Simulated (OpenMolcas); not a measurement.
## OpenMolcas run: Si I

Input:

```
&GATEWAY
Coord
1

Si 0.0 0.0 0.0
Basis=ANO-R3
Group=XYZ
NoMove
AngMom=0.0 0.0 0.0
AMFI
&SEWARD
&RASSCF
FileOrb=start.orb
Symmetry=1
Spin=3
nActEl=4 0 0
Inactive=2 3
Ras2=1 3
CIRoot=3 3 1
SDav=6
CIMx=300
Iter=120 100
PrWF=0.3
OrbListing=Nothing
MaxOrb=0
Atom
>>> COPY $Project.JobIph JOB001
&RASSCF
FileOrb=start.orb
Symmetry=1
Spin=1
nActEl=4 0 0
Inactive=2 3
Ras2=1 3
CIRoot=6 6 1
SDav=12
CIMx=300
Iter=120 100
PrWF=0.3
OrbListing=Nothing
MaxOrb=0
Atom
>>> COPY $Project.JobIph JOB002
&RASSCF
FileOrb=start.orb
Symmetry=2
Spin=5
nActEl=4 0 0
Inactive=2 3
Ras2=1 3
CIRoot=1 1 1
SDav=1
CIMx=300
Iter=120 100
PrWF=0.3
OrbListing=Nothing
MaxOrb=0
Atom
>>> COPY $Project.JobIph JOB003
&RASSCF
FileOrb=start.orb
Symmetry=2
Spin=3
nActEl=4 0 0
Inactive=2 3
Ras2=1 3
CIRoot=8 8 1
SDav=9
CIMx=300
Iter=120 100
PrWF=0.3
OrbListing=Nothing
MaxOrb=0
Atom
>>> COPY $Project.JobIph JOB004
&RASSI
NrOfJobIphs=4 3 6 1 8
1 2 3
1 2 3 4 5 6
1
1 2 3 4 5 6 7 8
IphNames
JOB001
JOB002
JOB003
JOB004
EJob
SpinOrbit
DIPRint=1.0
SOCoupling=1000.0
Subsets=2
MEES
Property=10
'ANGMOM' 1 'ANGMOM' 2 'ANGMOM' 3 'MLTPL  1' 1 'MLTPL  1' 2 'MLTPL  1' 3
'AMFI' 1 'AMFI' 2 'AMFI' 3 'MLTPL  2' 6
SOProperty=3
'ANGMOM' 1 'ANGMOM' 2 'ANGMOM' 3
```

A driver script runs the steps one by one and writes start.orb anew before each from the orbitals found so far.

Output, cut to the results:

```
--- SEWARD ---
Basis set label: SI.ANO-R...6S5P4D2F1G.

      Electronic valence basis set:
      ------------------
      Associated Effective Charge  14.000000 au
      Associated Actual Charge     14.000000 au
      Nuclear Model: Finite nucleus - Gaussian distribution
        Gaussian exponent, Xi/bohr**(-2):  4.34677E+08

      Shell  nPrim  nBasis  Cartesian Spherical Contaminant
         s      16       6        X
         p      11       5        X
         d       7       4                 X
         f       5       2                 X
         g       1       1                 X
                  Relativistic X2C integrals
                  Atomic mean-field integrals
--- RASSCF ---
Wave function specifications:
      -----------------------------

      Number of closed shell electrons          10
      Number of electrons in active shells       4
      Max number of holes in RAS1 space          0
      Max nr of electrons in RAS3 space          0
      Number of inactive orbitals                5
      Number of active orbitals                  4
      Number of secondary orbitals              55
      Spin quantum number                      1.0
      State symmetry                             1
Orbital specifications:
      -----------------------

      Symmetry species                           1   2
                                                ag  au
      Frozen orbitals                            0   0
      Inactive orbitals                          2   3
      Active orbitals                            1   3
      RAS1 orbitals                              0   0
      RAS2 orbitals                              1   3
      RAS3 orbitals                              0   0
      Secondary orbitals                        32  23
      Deleted orbitals                           0   0
      Number of basis functions                 35  29
      Number of CSFs                             6
      Number of root(s) required                 3
      Iter CI   SX   CI       RASSCF       Energy    max ROT     max BLB   max BLB  Level Ln srch  Step   QN
          iter iter root      energy       change     param      element    value   shift minimum  type update
 Nr of preliminary CI iterations:   1
        1   1   12    0  -289.46752254    0.00E+00   6.13E-03    2   7 2  1.26E-02*  0.00   0.00    SX    NO
        2   1   12    0  -289.46775416   -2.32E-04*  1.22E-03    2   5 1  4.83E-03*  0.00   0.00    SX    NO
        3   1   12    0  -289.46776075   -6.59E-06*  3.75E-04    2  10 2 -9.94E-04*  0.00   0.00    SX    NO
        4   1   11    0  -289.46776120   -4.49E-07*  9.22E-05    2   5 1  2.56E-04*  0.00   0.00    SX    NO
        5   1   10    0  -289.46776123   -3.26E-08*  2.26E-05    2  10 2 -7.36E-05   0.00   0.88    QN   YES
        6   1    7    0  -289.46776123   -2.54E-09  -5.04E-06    3   4 1  5.90E-06   0.00   1.14    QN   YES
      Convergence after  6 iterations
        7   1    7    0  -289.46776123   -6.10E-11  -5.04E-06    3   6 1 -4.29E-07   0.00   1.14    QN   YES
      Natural orbitals and occupation numbers for root  1
      sym 1:   1.966024
      sym 2:   0.033976   1.000000   1.000000
      Natural orbitals and occupation numbers for root  2
      sym 1:   1.966024
      sym 2:   1.000000   0.033976   1.000000
      Natural orbitals and occupation numbers for root  3
      sym 1:   1.966024
      sym 2:   1.000000   1.000000   0.033976
::    RASSCF root number  1 Total energy:   -289.46776123
::    RASSCF root number  2 Total energy:   -289.46776123
::    RASSCF root number  3 Total energy:   -289.46776123
--- RASSCF ---
Wave function specifications:
      -----------------------------

      Number of closed shell electrons          10
      Number of electrons in active shells       4
      Max number of holes in RAS1 space          0
      Max nr of electrons in RAS3 space          0
      Number of inactive orbitals                5
      Number of active orbitals                  4
      Number of secondary orbitals              55
      Spin quantum number                      0.0
      State symmetry                             1
Orbital specifications:
      -----------------------

      Symmetry species                           1   2
                                                ag  au
      Frozen orbitals                            0   0
      Inactive orbitals                          2   3
      Active orbitals                            1   3
...
--- RASSI ---
SPIN-FREE ENERGIES:
  (Shifted by EMIN (a.u.) =       -289.4677612317)

 SF State       Relative EMIN(au)   Rel lowest level(eV)    D:o, cm**(-1)      L_eff

     1             0.0000000000        0.0000000000              0.0000         1.0
     2             0.0000000000        0.0000000000              0.0000         1.0
     3             0.0000000000        0.0000000000              0.0000         1.0
     4             0.0398621835        1.0847052727           8748.7380         2.0
     5             0.0398621835        1.0847052727           8748.7380         2.0
     6             0.0398621835        1.0847052727           8748.7380         2.0
     7             0.0398621835        1.0847052727           8748.7380         2.0
     8             0.0398621835        1.0847052727           8748.7380         2.0
     9             0.0707594036        1.9254614612          15529.8940         0.0
    10             0.1035467590        2.8176508550          22725.8868         0.0
    11             0.2466064513        6.7105033975          54123.8600         2.0
    12             0.2466064513        6.7105033975          54123.8600         2.0
    13             0.2466064513        6.7105033975          54123.8600         2.0
    14             0.2466064513        6.7105033975          54123.8600         2.0
    15             0.2466064513        6.7105033975          54123.8600         2.0
    16             0.2867494669        7.8028505000          62934.2335         1.0
    17             0.2867494669        7.8028505000          62934.2335         1.0
    18             0.2867494669        7.8028505000          62934.2335         1.0
     Dipole printing threshold changed to   1.00000000E+00

++ Dipole transition strengths (spin-free states):
   -----------------------------------------------
     for osc. strength at least  1.00000000E+00

  ( Max oscillator strength is only   0.19256841806987757      )
--
Eigenvalues of complex Hamiltonian:
...
```

Levels above the lowest, from the spin-orbit matrix, grouped by J:

```
Configuration  Term  J  E (cm-1)  Measured (cm-1)      g  Term weight %
      3s2 3p2    3P  0       0.0              0.0                   100
      3s2 3p2    3P  1      66.0             77.1  1.501            100
      3s2 3p2    3P  2       193              223  1.501            100
      3s2 3p2    1D  2      8880             6299  1.000            100
      3s2 3p2    1S  0     15662            15394                   100
       3s 3p3   5S*  2     22855            33326  2.002            100
       3s 3p3   3D*  2     54252                   1.167            100
       3s 3p3   3D*  1     54253                   0.499            100
       3s 3p3   3D*  3     54254            45322  1.334            100
       3s 3p3   3P*  0     63064                                    100
       3s 3p3   3P*  1     63065                   1.501            100
       3s 3p3   3P*  2     63066                   1.501            100
```

Against the 6 measured excited levels shown (NIST Handbook of Basic Atomic Spectroscopic Data) the mean absolute deviation is 3700 cm-1; the largest miss in energy is 3s 3p3 5S* 2: computed 22855, measured 33326 cm-1 (-31.4 %), and the largest in proportion 3s2 3p2 1D2 (+41.0 %).

Without dynamic correlation excited terms often stand tens of per cent too high (terms of higher spin than the ground term too low), and those without a measured partner can miss by more than the paired ones. Terms of s pⁿ other than that of highest spin mix with s² pⁿ⁻² d, which this space lacks; all of them can be thousands of cm-1 off, and some have no real level of that name. Computed and measured levels are paired by configuration, term and J; levels that our copy of the source lacks, or whose pairing is in doubt (as where it misses far off the trend of its configuration), stay unpaired and out of the deviations. Levels of configurations outside the active space are missing. The first state left out of the spin-orbit step lies near 89000 cm-1 above the lowest spin-free state of the reference (among the parities and spins computed), and the list stops at four fifths of that energy or lower.

The term weight is that of the spin-free term in the level, not the purity of its configuration. * marks odd parity.
